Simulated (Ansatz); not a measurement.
Isolated molecules relaxed with PBE0-D4/def2-TZVP in Ansatz; ΔE leaves out vibrations. CBS: MP2 limit from def2 TZ/QZ plus the TZ coupled-cluster correction, frozen cores. Functionals use def2-TZVPP. For Ga, Se outer-core shells are correlated without core-valence functions, which leaves a few kJ/mol of doubt a bond. Scalar relativity is left out up to krypton. One conformer a species, not always the lowest.

Consider the redistribution: `FC(F)(F)C1=CC(C(F)(F)F)=[O+][Ga-]([F])([F])[O]1` + `CB(Cl)[SeH]` → `[F][Ga]([F])[SeH]` + `C[B-]1(Cl)OC(C(F)(F)F)=CC(C(F)(F)F)=[O+]1`.

CCSD(T)/CBS gives -15.3 kJ/mol.

Q: Another level gave -19.0 kJ/mol. Which?
A. CAM-B3LYP/def2-TZVPP
B. CCSD(T)/def2-TZVPP
C. HF/def2-TZVPP
D. LDA (SPW92)/def2-TZVPP

A: A. CAM-B3LYP -19.0, HF/def2-TZVPP 5.6, CCSD(T)/def2-TZVPP -11.4, LDA (SPW92) -41.0 kJ/mol.

Largest T1 diagnostic among the species: 0.015.

From PBE to PBE0 (25 % exact exchange), in def2-TZVPP and without D4, ΔE moves by +4.0 kJ/mol. Leaving LDA and LC-ωPBE aside and taking each functional with its dispersion term where it has one, the values, not all of them listed here, spread over 15.3 kJ/mol, from PBE-D4 to BHLYP-D4. LDA lies −15.4 kJ/mol from PBE without D4. At CCSD(T), def2-SVP lies +5.2 kJ/mol from the extrapolated value and def2-TZVPP +4.0 kJ/mol.
